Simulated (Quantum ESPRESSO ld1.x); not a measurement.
Input file for ld1.x (Quantum ESPRESSO 7.5):

```
 &input
    atom='Lu',
    iswitch=1,
    rel=2,
    dft='PZ',
    config='[Xe] 4f14 6s1',
    rel_dist='energy',
    verbosity='high',
    lsmall=.true.,
    prefix='ld1',
    max_out_wfc=37,
    file_charge='ld1.rho',
 /
```

Command: `OMP_NUM_THREADS=1 ld1.x < ld1.in > ld1.out`

Standard output:

```
     Program LD1 v.7.5 starts

     --------------------------- All-electron run ----------------------------

     dirac relativistic calculation

     atomic number is 71.00
     dft =PZ   lsd =0 sic =0 latt =0  beta=0.20 tr2=1.0E-14
     Exchange-correlation= PZ
                           (   1   1   0   0   0   0   0)
     mesh =2109 r(mesh) =  99.61573 a.u. xmin = -8.00 dx = 0.00800
     1 Ry =  13.60569312 eV, c = 137.03599908

     n l j   nl                  e(Ry)          e(Ha)          e(eV)
     Spin orbit split results
     1 0 0.5 1S 1( 2.00)   -4639.754222850   -2319.877111425 -63127.0721222
     2 0 0.5 2S 1( 2.00)    -790.455621382    -395.227810691 -10754.6966119
     2 1 0.5 2P 1( 2.00)    -754.725062041    -377.362531020 -10268.5575864
     2 1 1.5 2P 1( 4.00)    -672.673778372    -336.336889186  -9152.1930004
     3 0 0.5 3S 1( 2.00)    -180.069386549     -90.034693275  -2449.9688142
     3 1 0.5 3P 1( 2.00)    -164.240221619     -82.120110809  -2234.6020538
     3 1 1.5 3P 1( 4.00)    -146.744072385     -73.372036193  -1996.5548165
     4 0 0.5 4S 1( 2.00)     -36.821166984     -18.410583492   -500.9774984
     4 1 0.5 4P 1( 2.00)     -30.379489779     -15.189744889   -413.3340152
     4 1 1.5 4P 1( 4.00)     -26.383146376     -13.191573188   -358.9609932
     3 2 1.5 3D 1( 4.00)    -119.800096400     -59.900048200  -1629.9633477
     3 2 2.5 3D 1( 6.00)    -115.977025506     -57.988512753  -1577.9478184
     5 0 0.5 5S 1( 2.00)      -5.771678833      -2.885839416    -78.5276910
     5 1 0.5 5P 1( 2.00)      -3.975724473      -1.987862237    -54.0924871
     5 1 1.5 5P 1( 4.00)      -3.455659003      -1.727829501    -47.0166359
     4 2 1.5 4D 1( 4.00)     -15.777685638      -7.888842819   -214.6663490
     4 2 2.5 4D 1( 6.00)     -15.048277640      -7.524138820   -204.7422476
     4 3 2.5 4F 1( 6.00)      -2.060923433      -1.030461716    -28.0402918
     4 3 3.5 4F 1( 8.00)      -1.948481995      -0.974240997    -26.5104481
     6 0 0.5 6S 1( 1.00)      -1.317098401      -0.658549201    -17.9200367
     Averaged results
     1 0     1S 1( 2.00)   -4639.754222850   -2319.877111425 -63127.0721222
     2 0     2S 1( 2.00)    -790.455621382    -395.227810691 -10754.6966119
     2 1     2P 1( 6.00)    -700.024206261    -350.012103131  -9524.3145291
     3 0     3S 1( 2.00)    -180.069386549     -90.034693275  -2449.9688142
     3 1     3P 1( 6.00)    -152.576122130     -76.288061065  -2075.9038956
     4 0     4S 1( 2.00)     -36.821166984     -18.410583492   -500.9774984
     4 1     4P 1( 6.00)     -27.715260844     -13.857630422   -377.0853339
     3 2     3D 1(10.00)    -117.506253864     -58.753126932  -1598.7540301
     5 0     5S 1( 2.00)      -5.771678833      -2.885839416    -78.5276910
     5 1     5P 1( 6.00)      -3.629014160      -1.814507080    -49.3752530
     4 2     4D 1(10.00)     -15.340040839      -7.670020419   -208.7118881
     4 3     4F 1(14.00)      -1.996671183      -0.998335591    -27.1660954
     6 0     6S 1( 1.00)      -1.317098401      -0.658549201    -17.9200367

     final scf error:  8.0E-15 reached in  26 iterations

     Etot =  -29143.012719 Ry,  -14571.506359 Ha, -396510.887731 eV

     Ekin =   32485.238621 Ry,   16242.619310 Ha,  441984.187698 eV
     Encl =  -72410.288491 Ry,  -36205.144245 Ha, -985192.164150 eV
     Eh   =   11367.509261 Ry,    5683.754630 Ha,  154662.842572 eV
     Exc  =    -585.472109 Ry,    -292.736055 Ha,   -7965.753851 eV

     normalization and overlap integrals

     s(1S/1S) =  1.000000  <r> =   0.0193  <r2> =    0.0005  r(max) =   0.0121
     LC norm =  0.92891514 + SC norm =  0.07108486 =  1.00000000
     s(1S/2S) = -0.000000
     s(1S/3S) = -0.000000
     s(1S/4S) =  0.000000
     s(1S/5S) =  0.000000
     s(1S/6S) =  0.000000
     s(2S/2S) =  1.000000  <r> =   0.0813  <r2> =    0.0079  r(max) =   0.0692
     LC norm =  0.98401268 + SC norm =  0.01598732 =  1.00000000
     s(2S/3S) =  0.000000
     s(2S/4S) =  0.000000
     s(2S/5S) =  0.000000
     s(2S/6S) =  0.000000
     s(2P/2P) =  1.000000  <r> =   0.0674  <r2> =    0.0056  r(max) =   0.0523
     LC norm =  0.98393860 + SC norm =  0.01606140 =  1.00000000
     s(2P/3P) =  0.000000
     s(2P/4P) =  0.000000
     s(2P/5P) =  0.000000
     s(2P/2P) =  1.000000  <r> =   0.0750  <r2> =    0.0069  r(max) =   0.0585
     LC norm =  0.98537539 + SC norm =  0.01462461 =  1.00000000
     s(2P/3P) =  0.000000
     s(2P/4P) =  0.000000
     s(2P/5P) =  0.000000
     s(3S/3S) =  1.000000  <r> =   0.2123  <r2> =    0.0517  r(max) =   0.1958
     LC norm =  0.99479310 + SC norm =  0.00520690 =  1.00000000
     s(3S/4S) =  0.000000
     s(3S/5S) =  0.000000
     s(3S/6S) =  0.000000
     s(3P/3P) =  1.000000  <r> =   0.2021  <r2> =    0.0476  r(max) =   0.1837
     LC norm =  0.99484510 + SC norm =  0.00515490 =  1.00000000
     s(3P/4P) =  0.000000
     s(3P/5P) =  0.000000
     s(3P/3P) =  1.000000  <r> =   0.2164  <r2> =    0.0543  r(max) =   0.1974
     LC norm =  0.99525710 + SC norm =  0.00474290 =  1.00000000
     s(3P/4P) =  0.000000
     s(3P/5P) =  0.000000
     s(4S/4S) =  1.000000  <r> =   0.4781  <r2> =    0.2585  r(max) =   0.4463
     LC norm =  0.99830379 + SC norm =  0.00169621 =  1.00000000
     s(4S/5S) =  0.000000
     s(4S/6S) =  0.000000
     s(4P/4P) =  1.000000  <r> =   0.4851  <r2> =    0.2683  r(max) =   0.4463
     LC norm =  0.99839019 + SC norm =  0.00160981 =  1.00000000
     s(4P/5P) =  0.000000
     s(4P/4P) =  1.000000  <r> =   0.5181  <r2> =    0.3057  r(max) =   0.4758
     LC norm =  0.99855000 + SC norm =  0.00145000 =  1.00000000
     s(4P/5P) =  0.000000
     s(3D/3D) =  1.000000  <r> =   0.1899  <r2> =    0.0424  r(max) =   0.1553
     LC norm =  0.99536907 + SC norm =  0.00463093 =  1.00000000
     s(3D/4D) =  0.000000
     s(3D/3D) =  1.000000  <r> =   0.1943  <r2> =    0.0442  r(max) =   0.1590
     LC norm =  0.99548436 + SC norm =  0.00451564 =  1.00000000
     s(3D/4D) = -0.000000
     s(5S/5S) =  1.000000  <r> =   1.1680  <r2> =    1.5363  r(max) =   1.0422
     LC norm =  0.99965005 + SC norm =  0.00034995 =  1.00000000
     s(5S/6S) =  0.000000
     s(5P/5P) =  1.000000  <r> =   1.3049  <r2> =    1.9346  r(max) =   1.1290
     LC norm =  0.99972131 + SC norm =  0.00027869 =  1.00000000
     s(5P/5P) =  1.000000  <r> =   1.4134  <r2> =    2.2704  r(max) =   1.2230
     LC norm =  0.99976129 + SC norm =  0.00023871 =  1.00000000
     s(4D/4D) =  1.000000  <r> =   0.5412  <r2> =    0.3404  r(max) =   0.4758
     LC norm =  0.99874002 + SC norm =  0.00125998 =  1.00000000
     s(4D/4D) =  1.000000  <r> =   0.5528  <r2> =    0.3551  r(max) =   0.4835
     LC norm =  0.99878291 + SC norm =  0.00121709 =  1.00000000
     s(4F/4F) =  1.000000  <r> =   0.7114  <r2> =    0.6660  r(max) =   0.4646
     LC norm =  0.99922157 + SC norm =  0.00077843 =  1.00000000
     s(4F/4F) =  1.000000  <r> =   0.7264  <r2> =    0.6976  r(max) =   0.4720
     LC norm =  0.99924208 + SC norm =  0.00075792 =  1.00000000
     s(6S/6S) =  1.000000  <r> =   3.0326  <r2> =   10.2793  r(max) =   2.7219
     LC norm =  0.99994308 + SC norm =  0.00005692 =  1.00000000

     LC charge = 68.61216419 + SC charge =  0.38783581 = 69.00000000

     ------------------------ End of All-electron run ------------------------
```

Run on one thread of a shared host, so times are rough (Intel(R) Xeon(R) Processor @ 2.60GHz): 0.69 s of CPU time, 1.1 s wall, 26 iterations on 2109 mesh points.
